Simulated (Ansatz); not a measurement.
Breaking the Ge1–O2 bond in GeO (multiplicity 1 held). Energies count from the point at 1.632 Å.


Restricted levels (R-, RO-) in cc, def2 and unpolarised 6-31G sets keep to the state of the molecule at rest. Active spaces are followed from rest. Levels need not reach the same state.

Correlated levels freeze the cores. Filled d and f shells under p-block atoms count as core.

Run with Ansatz (Gaussian basis) for Hartree–Fock, density functionals and correlated methods. 

**Question.** Give the energy at R = 6.530 Å at the level R-MP2/cc-pVDZ.

**Answer.** 10.95 eV

**Question.** What energy at R = 6.530 Å does FIC-NEVPT4(SD) on CASSCF(10,8)/cc-pVDZ give?

**Answer.** 5.87 eV

**Question.** Estimate the energy at R = 6.530 Å that FIC-MRCISD+Q on CASSCF(10,8)/cc-pVDZ returns for this input.

**Answer.** 5.93 eV

Doubts at one or more of the structures used: a restricted determinant that unrestricted orbitals would lower (R-MP2/cc-pVDZ).

Ansatz is a quantum-chemistry and plane-wave program.
